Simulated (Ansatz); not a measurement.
`C[SiH](F)F` + `BBO` → `BBO[SiH](C)F` + H–F at 700 K and 1 bar (ligand exchange at the Si–F bond).

Gas-phase electronic energies from Ansatz, PBE0-D4/def2-TZVP geometries. CBS: MP2 limit from def2 TZ/QZ plus the TZ coupled-cluster correction, frozen cores. This one scheme is used for every species. One conformer a species, not always the lowest.

| species | CCSD(T)/CBS energy (Eh) | H − E (kJ/mol) | S (J/(mol·K)) |
| --- | --- | --- | --- |
| `C[SiH](F)F` | -529.27654 | 195.3 | 396.3 |
| `BBO` | -127.16606 | 173.8 | 343.9 |
| `BBO[SiH](C)F` | -556.02948 | 324.9 | 541.5 |
| H–F | -100.39570 | 45.2 | 198.5 |

H − E and S are ideal-gas, rigid-rotor, harmonic terms from PBE0-D4/def2-TZVP, for one conformer and one mirror image of each species. 1 Eh = 2625.50 kJ/mol, R = 8.31446 J/(mol·K).

By hand: ΔE, ΔH, ΔS and ΔG.

ΔE = (-556.02948) + (-100.39570) − (-529.27654) − (-127.16606) = 0.01742 Eh = 45.7 kJ/mol. Δ(H − E) = 324.9 + 45.2 − 195.3 − 173.8 = 1.0, so ΔH = 46.7 kJ/mol. ΔS = 541.5 + 198.5 − 396.3 − 343.9 = -0.2 J/(mol·K). ΔG = 46.7 − 700 × (-0.2)/1000 = 46.8 kJ/mol.

By hand: the equilibrium constant, and the temperature at which ΔG would vanish if ΔH and ΔS stayed fixed.

log₁₀ K = −ΔG/(RT ln 10) = -3.5. ΔH and −TΔS have one sign here, so there is no such temperature.

The number of gas molecules stays the same, so ΔS is small and ΔH decides. A doubt of 5 kJ/mol in ΔE shifts log₁₀ K by 0.4 here. Other conformers and mirror images would add mixing entropy, several J/(mol·K) or more a flexible species. Modes under 60 cm⁻¹, often nearly free rotors, make the harmonic entropy too high. These are equilibria of isolated gas molecules and say nothing of rates. Largest T1 diagnostic: 0.013 (customary marks: 0.02 for closed shells, 0.045 for open ones).

ΔS is within the doubt of such terms, so its sign, and with it that verdict, could turn.
